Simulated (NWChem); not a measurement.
## Basis-set dependence for dimethyl telluride (C2H6Te)

SMILES: [Te](C)C
```xyz
9

C     -1.5798     0.0000    -1.0664
Te     0.0000     0.0000     0.3959
C      1.5798     0.0000    -1.0664
H     -1.5175    -0.9025    -1.6879
H     -2.5321     0.0000    -0.5189
H     -1.5175     0.9025    -1.6879
H      1.5175    -0.9025    -1.6879
H      2.5321     0.0000    -0.5189
H      1.5175     0.9025    -1.6879
```
Charge 0, spin multiplicity 1.

All runs are NWChem calculations. Structure: optimised with PBE0/def2-SVP with def2 effective core potentials on Te, held to C2v symmetry and with no frequency check, so it may be a saddle point.

Hartree-Fock energies in Ha, correlation energies in mHa.

Effective core potentials replace the inner electrons of Te; spin-orbit coupling is left out. The correlated methods keep 6 core orbitals frozen.

```csv
basis,functions,RHF,MP2,SCS-MP2
def2-SVP,84,-346.14693,-418.2,-418.2
def2-TZVP,148,-346.24861,-814.6,-767.4
```

From def2-SVP to def2-TZVP the Hartree-Fock energy moves by -101.7 mHa and the MP2 correlation energy by -396.4 mHa, which is 49 % of its value in the larger set.
